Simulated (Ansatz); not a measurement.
`C=C1BC1F` → `C#CB(C)F`  (isomerisation)

Gas-phase electronic energies from Ansatz, PBE0-D4/def2-TZVP geometries. CCSD(T)/CBS is the MP2 limit (def2-TZVPP, def2-QZVPP) plus CCSD(T) − MP2 in def2-TZVPP, frozen cores.

```tsv
species	CCSD(T)/CBS(def2) energy (Eh)
`C=C1BC1F`	-241.03298
`C#CB(C)F`	-241.16581
```

(1) Work out ΔE.

Largest T1 diagnostic among the species: 0.014.

Results:

(1) ΔE = (-241.16581) − (-241.03298) = -0.13283 Eh = -3.61 eV.

In def2-TZVPP, CCSD(T) changes the Hartree–Fock value by +0.21 eV (the triples alone add +0.04 eV) and MP2 by +0.08 eV. From PBE to PBE0 (25 % exact exchange), in def2-TZVPP and without D4, ΔE moves by −0.10 eV.
